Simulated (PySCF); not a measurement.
difluorosilyl(difluoro)silane (F4H2Si2), SMILES F[SiH](F)[SiH](F)F.

Geometry optimised at r2SCAN-D4/def2-SVP. One conformer was computed; it need not be the lowest.

Level of theory: M06-2X/def2-TZVP (PySCF).

The molecule is in vacuum.

| Property | Value |
|---|---|
| total energy | -979.84988 hartree |
| point group | C2h |
| highest occupied level | -10.25 eV |
| lowest empty level | -0.38 eV |
| orbital gap | 9.88 eV |
| dipole moment | 0.00 D |
| quadrupole, principal values (traceless, Buckingham form, about the centre of nuclear charge) | -6.44, -3.82, 10.25 D·Å |
| mean static polarisability | 45.2 bohr³ (6.70 Å³) |
| polarisability, principal values | 41.1, 42.1, 52.5 bohr³ |
